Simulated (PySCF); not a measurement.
CH7FSi2, SMILES [SiH2]([SiH2]F)C, singlet (GFN2-xTB optimised geometry):

```
11

C      1.916    -1.038     0.000
Si     0.016    -1.038     0.000
Si    -0.758     1.135     0.000
F     -2.316     1.095    -0.429
H      2.307    -2.051     0.013
H      2.316    -0.545    -0.882
H      2.314    -0.524     0.871
H     -0.432    -1.814    -1.168
H     -0.430    -1.795     1.182
H     -0.809     1.822     1.289
H     -0.187     2.051    -0.986
```

Method: PBE0/def2-TZVP in PySCF.

What are the frontier orbital energies and the dipole moment?

HOMO-2 -9.47 eV, HOMO-1 -9.35 eV, HOMO -8.37 eV, LUMO -0.91 eV, LUMO+1 0.08 eV; dipole moment 2.30 D.

Meta-Löwdin charges at PBE0/def2-TZVP: C1 -0.59, Si2 0.36, Si3 0.71, F4 -0.52, H5 0.14, H6 0.13, H7 0.13, H8 -0.08, H9 -0.08, H10 -0.10, H11 -0.10.
